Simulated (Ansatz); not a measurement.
C2HF2Ge (SMILES C#[C][Ge]([F])[F]): methods side by side

C2HF2Ge has 6 atoms, charge 0, and is taken as a doublet. SMILES: `C#[C][Ge]([F])[F]`. The shape was relaxed beforehand at PBE0/def2-SVP.

Each level gives the adiabatic ionisation energy (to the singlet cation, shapes relaxed at PBE0/def2-SVP, no zero-point term) (eV). The values are calculated.

```json
{"level": "USVWN5/def2-SVP", "kind": "LDA", "program": "Ansatz", "value (eV)": "8.43", "less CCSD(T)/def2-SVP": "+0.19", "CPU time (all runs)": "3.3 s"}
{"level": "UBLYP/def2-SVP", "kind": "GGA", "program": "Ansatz", "value (eV)": "8.33", "less CCSD(T)/def2-SVP": "+0.09", "CPU time (all runs)": "6.9 s"}
{"level": "UPBE/def2-SVP", "kind": "GGA", "program": "Ansatz", "value (eV)": "8.42", "less CCSD(T)/def2-SVP": "+0.18", "CPU time (all runs)": "5.9 s"}
{"level": "U-r2SCAN/def2-SVP", "kind": "meta-GGA", "program": "Ansatz", "value (eV)": "8.65", "less CCSD(T)/def2-SVP": "+0.41", "CPU time (all runs)": "18 s"}
{"level": "UPBE0-D4/def2-SVP", "kind": "global hybrid", "program": "Ansatz", "value (eV)": "8.59", "less CCSD(T)/def2-SVP": "+0.35", "CPU time (all runs)": "10 s"}
{"level": "U-wB97M-V/def2-SVP", "kind": "range-separated hybrid", "program": "Ansatz", "value (eV)": "8.51", "less CCSD(T)/def2-SVP": "+0.27", "CPU time (all runs)": "42 s"}
{"level": "RPA@PBE/def2-SVP", "kind": "RPA", "program": "Ansatz", "value (eV)": "8.33", "less CCSD(T)/def2-SVP": "+0.09", "CPU time (all runs)": "16 s"}
{"level": "UMP2/def2-SVP", "kind": "perturbation theory", "program": "Ansatz", "value (eV)": "8.16", "less CCSD(T)/def2-SVP": "-0.08", "CPU time (all runs)": "11 s"}
{"level": "UCCSD(T)/def2-SVP", "kind": "coupled cluster or CI", "program": "Ansatz", "value (eV)": "8.24", "less CCSD(T)/def2-SVP": "0.00", "CPU time (all runs)": "89 s"}
```

Differences are taken from UCCSD(T)/def2-SVP for orientation; it has basis-set and higher-order errors of its own. All-electron rows without a relativistic Hamiltonian named are non-relativistic. The values span 8.16 to 8.65 eV. In the correlated wave-function rows the outer d shell of Ge is correlated, in sets not made for it. Times are those of the runs behind each value, whatever else they computed, on shared processors of several kinds: orders of magnitude only.
